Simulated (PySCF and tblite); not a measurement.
Values are calculated unless marked as measured or tabulated.
C7H14, numbered as in [CH3:1][CH:2]1[CH2:3][CH2:4][CH2:5][CH2:6][CH2:7]1. The same 2 conformers on PBE0-D3(BJ)/def2-SVP geometries, with only the basis set of the single-point energies changed (functional PBE0, solvent none (gas phase), D3(BJ) where defined; PySCF).

The 6-ring runs over atoms 2–3–4–5–6–7.

```tsv
conformer	shape	symmetry	dipole D
1	6-ring chair (all substituents equatorial)	Cs	0.12
2	6-ring chair (C1 axial)	Cs	0.07
```

Energies (kcal/mol) above conformer 1 and its weight at 298.15 K (thermal terms from GFN2-xTB):

```
basis set  E(2) − E(1)  weight of 1 (%)
def2-TZVP         1.81               97
   6-31G*         1.67               96
 def2-SVP         1.66               96
  pcseg-1         1.60               95
 6-311G**            ?                ?
def2-SVPD         1.71               96
```

Question: What does 6-311G** give?

Answer: E(2) − E(1) = 1.61 kcal/mol, weight of conformer 1 95 %.

Question: How much does the choice of basis set matter?

Answer: The widest range is that of E(2) − E(1), which runs from 1.60 (pcseg-1) to 1.81 kcal/mol (def2-TZVP), a spread of 0.21, against RT = 0.59.
